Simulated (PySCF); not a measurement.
**Finite-field polarisability of Be (beryllium, neutral)**

[He] 2s2, closed-shell 1S. Calculation: PySCF 2.14, in dyall-acv3z (15s9p4d2f, 76 functions); the non-relativistic Hamiltonian (point nucleus). Frozen: 1s2. Energy changes in a uniform field (μhartree):

| axis | F (au) | HF | MP2 | CCSD | CCSD(T) |
| --- | --- | --- | --- | --- | --- |
| x | 0.0021 | -100.629 | -93.499 | -83.475 | -83.475 |
| x | 0.0042 | -402.839 | -374.308 | -334.189 | -334.189 |

Problem. Derive α along x at CCSD(T) from the two fields.

Solution. With ΔE = −αF²/2 − γF⁴/24, α = −(16 ΔE(F) − ΔE(2F))/(6F²) = 37.85 bohr³.

Problem. And the mean polarisability at each level?

Solution. HF 45.62, MP2 42.39, CCSD 37.85, CCSD(T) 37.85 bohr³. Reference: 37.74 ± 0.03 bohr³ (recommended; Schwerdtfeger and Nagle, table of static dipole polarizabilities (2023 update)).
